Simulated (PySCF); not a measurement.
# `C(#C)[C@@]12C=C[C@@H](C=C1F)C2`, C$_{9}$H$_{7}$F

Geometry:
| atom | x (Å) | y (Å) | z (Å) |
| --- | --- | --- | --- |
| C1 | 3.034 | -0.073 | -1.135 |
| C2 | 1.923 | -0.058 | -0.689 |
| C3 | 0.598 | -0.032 | -0.137 |
| C4 | 0.177 | -1.228 | 0.727 |
| C5 | -1.141 | -1.187 | 0.833 |
| C6 | -1.626 | 0.031 | 0.054 |
| C7 | -1.101 | 1.243 | 0.810 |
| C8 | 0.217 | 1.195 | 0.695 |
| F9 | 1.136 | 2.005 | 1.224 |
| C10 | -0.612 | -0.008 | -1.104 |
| H11 | 4.005 | -0.086 | -1.530 |
| H12 | 0.883 | -1.913 | 1.154 |
| H13 | -1.791 | -1.841 | 1.380 |
| H14 | -2.682 | 0.053 | -0.195 |
| H15 | -1.708 | 1.938 | 1.356 |
| H16 | -0.636 | 0.878 | -1.739 |
| H17 | -0.681 | -0.907 | -1.715 |

The calculation used GIAO B3LYP/pcSseg-1 magnetisability, rotational g tensor and spin-rotation constants, non-relativistic, gas phase (PySCF 2.14.0). Geometry: GFN2-xTB.

Q: Give the nuclear spin-rotation constants along the inertial axes (H = +C I·J) beside the isotropic shieldings.

A: Rotational constants 2.1565, 1.4343, 1.0888 GHz. A star marks the isotopologue with that one atom substituted, in its own axes.
```tsv
atom	isotope	Caa (kHz)	Cbb (kHz)	Ccc (kHz)	mean (kHz)	σ (ppm)
F9	19F	3.494	2.000	0.207	1.900	285.1
H11	1H	0.037	-0.164	-0.127	-0.085	30.1
H12	1H	-0.151	-0.127	0.062	-0.072	24.8
H13	1H	0.067	-0.132	-0.041	-0.035	24.6
H14	1H	0.030	-0.161	-0.077	-0.069	28.7
H15	1H	-0.081	0.055	-0.136	-0.054	26.0
H16	1H	-0.238	-0.128	0.027	-0.113	29.2
H17	1H	-0.258	0.073	-0.118	-0.101	29.3
C1	13C*	0.139	0.454	0.360	0.318	104.1
C2	13C*	-0.003	0.541	0.407	0.315	97.5
C3	13C*	0.461	0.295	0.211	0.322	127.5
C4	13C*	0.720	0.378	0.525	0.541	25.8
C5	13C*	0.895	0.342	0.467	0.568	24.6
C6	13C*	0.457	0.283	0.199	0.313	132.0
C7	13C*	0.660	0.646	0.170	0.492	62.3
C8	13C*	0.756	0.855	0.344	0.652	-15.0
C10	13C*	0.496	0.395	0.282	0.391	94.5
```
For the geometry as given, no vibrational averaging.
